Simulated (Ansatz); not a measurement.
The cluster Al₂N₂⁻. The state is a doublet with charge -1. Geometry PBE0-D4/def2-TZVP, that of the neutral singlet; atoms count from 1.

```xyz
4

Al   -0.0838   -0.0678   -1.8991
Al    0.0837    0.0678    1.8991
N    -0.5933    0.2133    0.0185
N     0.5934   -0.2133   -0.0186
```

The highest occupied level of the charge -1 doublet lies above zero (up to 1.00 eV). By energy differences its removal costs 0.58 eV (vertical, to the charge 0 singlet, at PBE0-D4/def2-TZVPD); a positive level beside a positive removal energy at the same level points to self-interaction error. The structure comes from a short search, and lower isomers may exist.

(1) Estimate the Mulliken populations from the PBE0/def2-TZVPD orbitals of Ansatz.

(2) Where does the spin sit?

(3) And the Mayer bond orders between bonded heavy atoms (over 0.3)?

## Answers

(1) 
```csv
atom,charge (e),spin (α − β)
Al1,-0.28,-0.02
Al2,-0.28,-0.02
N3,-0.22,0.52
N4,-0.22,0.52
```
Mulliken values and Mayer orders depend strongly on the basis. With diffuse functions, as here, like atoms can get unlike values, and bond orders can come out too low or too high.

(2) Summed by element: Al -0.05, N 1.05, of 1 unpaired in all. Largest on single atoms: N4 0.52, N3 0.52, Al1 -0.02.

(3) Al1–N3 0.62 (2.00 Å); Al1–N4 0.62 (2.00 Å); Al2–N3 0.62 (2.00 Å); Al2–N4 0.62 (2.00 Å); N3–N4 0.95 (1.26 Å). Values over 0.3 also appear between atoms too far apart for a bond (Al1–Al2 0.31 at 3.80 Å); they arise where an orbital or an unpaired electron spreads over both atoms.
